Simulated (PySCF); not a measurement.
# Two-component Hartree-Fock for Cl(3+) (chlorine, charge +3)

Start: [Ne] 3s2 3p2; 3p1/2 filled at m_j = -1/2, +1/2. Calculated with PySCF 2.14 in x2c-QZVPPall-2c (9s7p4d2f1g, 73 functions): generalised Hartree-Fock with the X2C-1e Hamiltonian and a Gaussian nucleus; one run each with spin-orbit coupling (SO) switched off, then screened by Boettger's factors.

| spinor shell | electrons | ε, spin-free (eV) | ε, screened SO (eV) | weight of nominal j (screened SO) | rms radius, screened SO (bohr) |
| --- | --- | --- | --- | --- | --- |
| 1s1/2 | 2 | -2910.5 | -2910.5 | 1.000 | 0.105 |
| 2s1/2 | 2 | -335.25 | -335.23 | 1.000 | 0.477 |
| 2p1/2 | 2 | -264.33 | -266.17 | 0.853 | 0.448 |
| 2p3/2 | 4 | -264.33 | -263.39 | 0.926 | 0.451 |
| 3s1/2 | 2 | -65.654 | -65.647 | 0.999 | 1.50 |
| 3p1/2 | 2 | -52.903 | -52.930 | 0.527 | 1.63 |

```tsv
quantity	spin-free	screened SO
E (hartree)	-458.20531	-458.20851
M_J	0	0
⟨J²⟩	2.010	1.851
⟨L²⟩	2.007	2.008
⟨S²⟩	2.003	2.000
```

The determinant has a definite M_J but mixes levels of different J.

Each row is a mean over spinors that exchange with the open shell spreads, by up to 7.614 eV (3s1/2).

Rows whose weight is well below 1 are mixtures of j = l ± 1/2: exchange outweighs spin-orbit coupling there, and the label is only the starting occupation.

Without spin-orbit coupling the j labels of p, d and f shells carry no meaning; the spin-free column gives the mean over the occupied spinors of each nl shell.
